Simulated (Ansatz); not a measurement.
A series at Nb: from `[NH]=[Nb]([NH2])([NH2])[NH2]`, ligands are replaced one by one, each step taking up H₂O and setting free NH₃; n counts the steps. Ansatz, PBE0-D4/def2-TZVP geometries. Each molecule was computed in one conformer, which needn't be the lowest.

```
n                        molecule  HOMO energy, ωB97M-V/def2-TZVPP (eV)
0  `[NH]=[Nb]([NH2])([NH2])[NH2]`                                     ?
1   `[NH]=[Nb]([NH2])([NH2])[OH]`                                 -9.21
2    `[NH]=[Nb]([NH2])([OH])[OH]`                                 -9.76
3     `[NH]=[Nb]([OH])([OH])[OH]`                                 -9.80
```

By hand: fit a straight line y = ȳ + b (n − n̄) to the 3 given rows and predict n = 0.

n̄ = 2.000, ȳ = -9.590; Σ(n − n̄)(y − ȳ) = -0.590, Σ(n − n̄)² = 2.000, so b = -0.295 eV a step. Prediction: -9.590 + (-0.295) × (-2.000) = -9.00 eV.

By hand: compare with the computed value, -8.98 eV, and give the steps along the whole series.

The line misses by 0.02 eV (computed minus predicted). Steps: -0.23, -0.55, -0.04 eV.

One step carries most of the change, so a line is a poor guide. The highest orbital can change its character along such a series. The miss is 2.4 % of the series' range.
